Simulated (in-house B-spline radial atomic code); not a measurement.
Ni⁵⁺. Computed with a B-spline radial atomic code. Model: all-electron spherical atom, spin shells full or empty, radial basis limit, no spin-orbit coupling: exact exchange with a local potential (Slater, KLI or optimised effective potential, whose far tail is KLI's), no correlation.

Exchange potential has not reached -1/r at the last radius.

The run also made RPA and GW results, which its time includes.

The Slater potential averages the orbital exchange potentials with the orbital densities as weights, KLI adds orbital constants, and the optimised effective potential minimises the exact-exchange energy among local potentials. So their energies lie above Hartree-Fock in the order OEP, KLI, Slater. All fall off as −1/r, unlike LDA and GGA exchange.

Command:
```bash
python run_gw.py task.json out
```
Settings (nuclear radius in fm, other lengths in bohr, energies in hartree):
```
Z                      28
electrons              23
configuration          [Ar] 3d5
hamiltonian            x2c
method                 oep
lmax                   9
rms_radius             3.7757
spin_polarised         True
box_radius             10.43
intervals              100
```

Run time, properties included: 10 s on 1 thread of Arm Neoverse N1 (shared host).

Given: hamiltonian one-electron scalar X2C; mean-field start exchange-only OEP.

Computed: energy above Hartree-Fock 6.3512 millihartree.

```json
{"radius (bohr)": "0.00179", "r times exchange potential up (hartree bohr)": "-0.042424", "r times exchange potential down (hartree bohr)": "-0.042674"}
{"radius (bohr)": "0.00218", "r times exchange potential up (hartree bohr)": "-0.051614", "r times exchange potential down (hartree bohr)": "-0.051918"}
{"radius (bohr)": "0.00266", "r times exchange potential up (hartree bohr)": "-0.062874", "r times exchange potential down (hartree bohr)": "-0.063245"}
{"radius (bohr)": "0.00324", "r times exchange potential up (hartree bohr)": "-0.076405", "r times exchange potential down (hartree bohr)": "-0.076856"}
{"radius (bohr)": "0.00395", "r times exchange potential up (hartree bohr)": "-0.092834", "r times exchange potential down (hartree bohr)": "-0.093383"}
{"radius (bohr)": "0.00482", "r times exchange potential up (hartree bohr)": "-0.11272", "r times exchange potential down (hartree bohr)": "-0.11339"}
{"radius (bohr)": "0.00588", "r times exchange potential up (hartree bohr)": "-0.13655", "r times exchange potential down (hartree bohr)": "-0.13737"}
{"radius (bohr)": "0.00717", "r times exchange potential up (hartree bohr)": "-0.16488", "r times exchange potential down (hartree bohr)": "-0.16587"}
{"radius (bohr)": "0.00875", "r times exchange potential up (hartree bohr)": "-0.19845", "r times exchange potential down (hartree bohr)": "-0.19966"}
{"radius (bohr)": "0.0107", "r times exchange potential up (hartree bohr)": "-0.23802", "r times exchange potential down (hartree bohr)": "-0.2395"}
{"radius (bohr)": "0.013", "r times exchange potential up (hartree bohr)": "-0.28184", "r times exchange potential down (hartree bohr)": "-0.28363"}
{"radius (bohr)": "0.0159", "r times exchange potential up (hartree bohr)": "-0.33249", "r times exchange potential down (hartree bohr)": "-0.33467"}
{"radius (bohr)": "0.0194", "r times exchange potential up (hartree bohr)": "-0.3866", "r times exchange potential down (hartree bohr)": "-0.38926"}
{"radius (bohr)": "0.0236", "r times exchange potential up (hartree bohr)": "-0.44145", "r times exchange potential down (hartree bohr)": "-0.44467"}
{"radius (bohr)": "0.0288", "r times exchange potential up (hartree bohr)": "-0.49467", "r times exchange potential down (hartree bohr)": "-0.49859"}
{"radius (bohr)": "0.0351", "r times exchange potential up (hartree bohr)": "-0.53874", "r times exchange potential down (hartree bohr)": "-0.54354"}
{"radius (bohr)": "0.0428", "r times exchange potential up (hartree bohr)": "-0.56495", "r times exchange potential down (hartree bohr)": "-0.57087"}
{"radius (bohr)": "0.0522", "r times exchange potential up (hartree bohr)": "-0.56236", "r times exchange potential down (hartree bohr)": "-0.56989"}
{"radius (bohr)": "0.0637", "r times exchange potential up (hartree bohr)": "-0.52874", "r times exchange potential down (hartree bohr)": "-0.53865"}
{"radius (bohr)": "0.0777", "r times exchange potential up (hartree bohr)": "-0.50459", "r times exchange potential down (hartree bohr)": "-0.51755"}
{"radius (bohr)": "0.0948", "r times exchange potential up (hartree bohr)": "-0.56984", "r times exchange potential down (hartree bohr)": "-0.58568"}
{"radius (bohr)": "0.116", "r times exchange potential up (hartree bohr)": "-0.71999", "r times exchange potential down (hartree bohr)": "-0.73782"}
{"radius (bohr)": "0.141", "r times exchange potential up (hartree bohr)": "-0.86425", "r times exchange potential down (hartree bohr)": "-0.88359"}
{"radius (bohr)": "0.172", "r times exchange potential up (hartree bohr)": "-0.97326", "r times exchange potential down (hartree bohr)": "-0.99509"}
{"radius (bohr)": "0.21", "r times exchange potential up (hartree bohr)": "-1.0266", "r times exchange potential down (hartree bohr)": "-1.055"}
{"radius (bohr)": "0.256", "r times exchange potential up (hartree bohr)": "-0.99219", "r times exchange potential down (hartree bohr)": "-1.0328"}
{"radius (bohr)": "0.312", "r times exchange potential up (hartree bohr)": "-0.87674", "r times exchange potential down (hartree bohr)": "-0.87557"}
{"radius (bohr)": "0.381", "r times exchange potential up (hartree bohr)": "-0.91955", "r times exchange potential down (hartree bohr)": "-0.69169"}
{"radius (bohr)": "0.464", "r times exchange potential up (hartree bohr)": "-1.2031", "r times exchange potential down (hartree bohr)": "-0.93359"}
{"radius (bohr)": "0.566", "r times exchange potential up (hartree bohr)": "-1.4517", "r times exchange potential down (hartree bohr)": "-1.1913"}
{"radius (bohr)": "0.691", "r times exchange potential up (hartree bohr)": "?", "r times exchange potential down (hartree bohr)": "?"}
{"radius (bohr)": "0.842", "r times exchange potential up (hartree bohr)": "-1.6579", "r times exchange potential down (hartree bohr)": "-1.3814"}
{"radius (bohr)": "1.03", "r times exchange potential up (hartree bohr)": "-1.591", "r times exchange potential down (hartree bohr)": "-1.3633"}
{"radius (bohr)": "1.25", "r times exchange potential up (hartree bohr)": "-1.4548", "r times exchange potential down (hartree bohr)": "-1.2998"}
{"radius (bohr)": "1.53", "r times exchange potential up (hartree bohr)": "-1.3008", "r times exchange potential down (hartree bohr)": "-1.2202"}
{"radius (bohr)": "1.86", "r times exchange potential up (hartree bohr)": "?", "r times exchange potential down (hartree bohr)": "?"}
{"radius (bohr)": "2.27", "r times exchange potential up (hartree bohr)": "-1.1125", "r times exchange potential down (hartree bohr)": "-1.0939"}
```

Problem. What belongs in the row 0.691?

Solution. r times exchange potential up (hartree bohr): -1.6096; r times exchange potential down (hartree bohr): -1.3265.

Problem. What belongs in the row 1.86?

Solution. r times exchange potential up (hartree bohr): -1.1858; r times exchange potential down (hartree bohr): -1.1529.

```
occupied  level (hartree)  Hartree-Fock level (hartree)
   1s up          -305.34                       -312.14
 1s down          -305.48                       -312.14
   2s up          -40.004                       -42.154
 2s down          -40.016                       -41.921
   2p up          -34.909                       -36.606
 2p down           -34.96                       -36.378
   3s up                ?                             ?
 3s down                ?                             ?
   3p up          -6.4272                       -6.7584
 3p down          -6.0907                       -6.0905
   3d up          -4.0126                       -4.0124
```

Problem. What belongs in the row 3s up?

Solution. level (hartree): -7.9321; Hartree-Fock level (hartree): -8.4556.

Problem. What belongs in the row 3s down?

Solution. level (hartree): -7.5874; Hartree-Fock level (hartree): -7.9007.

| empty | level (hartree) |
| --- | --- |
| 3d down | -3.6922 |
| 4s up | -2.6724 |
| 4s down | ? |
| 4p up | -2.2632 |
| 4p down | -2.2049 |
| 4d up | ? |
| 4d down | -1.6112 |
| 5s up | -1.3676 |
| 5s down | -1.3449 |

Problem. What belongs in the row 4s down?

Solution. level (hartree): -2.6029.

Problem. What belongs in the row 4d up?

Solution. level (hartree): -1.656.

The highest level, 3d up, differs from Hartree-Fock by -0.0056 eV and the deepest, 1s down, by +181 eV: a local potential can match the highest level but can't give each shell its own exchange.
